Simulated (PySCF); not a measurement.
1,1,1-trichloroethane (C2H3Cl3), SMILES CC(Cl)(Cl)Cl. Atoms are numbered in the order given.

```xyz
8

C      0.0000     0.0000     1.7633
C      0.0000     0.0000     0.2466
Cl     1.4466    -0.8352    -0.3615
Cl     0.0000     1.6703    -0.3615
Cl    -1.4466    -0.8352    -0.3615
H      0.0000    -1.0374     2.1254
H     -0.8984     0.5187     2.1254
H      0.8984     0.5187     2.1254
```
Charge 0, spin multiplicity 1.

Geometry optimised at ωB97X-D3(BJ)/def2-SVP.

Two levels are set side by side: PBE/pcSseg-1 (PySCF) and KT2/pcSseg-1 (PySCF). GIAO shifts against HCl (³⁵Cl), TMS (¹H), TMS (¹³C) at the same level; non-relativistic, no solvent, atoms listed together averaged. Without spin–orbit terms, shifts of atoms bonded to Cl or Br come out too high at both levels. Differences are taken from unrounded values.

| quantity | KT2 |
|---|---|
| δ(¹³C) of C1 (ppm) | 53.7 |
| δ(¹³C) of C2 (ppm) | 124.1 |
| δ(³⁵Cl) of Cl3, Cl4, Cl5 (ppm) | 513.1 |
| δ(¹H) of H6, H7, H8 (ppm) | 2.86 |

Task: What does PBE give, and how far is it from KT2? (An estimate is asked for; the answer gives what the named calculation found.)

Result: 
```csv
quantity,PBE,PBE minus KT2
δ(¹³C) of C1 (ppm),52.8,-1.0
δ(¹³C) of C2 (ppm),128.6,4.4
"δ(³⁵Cl) of Cl3, Cl4, Cl5 (ppm)",519.5,6.3
"δ(¹H) of H6, H7, H8 (ppm)",2.79,-0.07
```

Rough cost on one machine, each run with all the roots and properties that it gave: KT2 against PBE within a factor of 2.
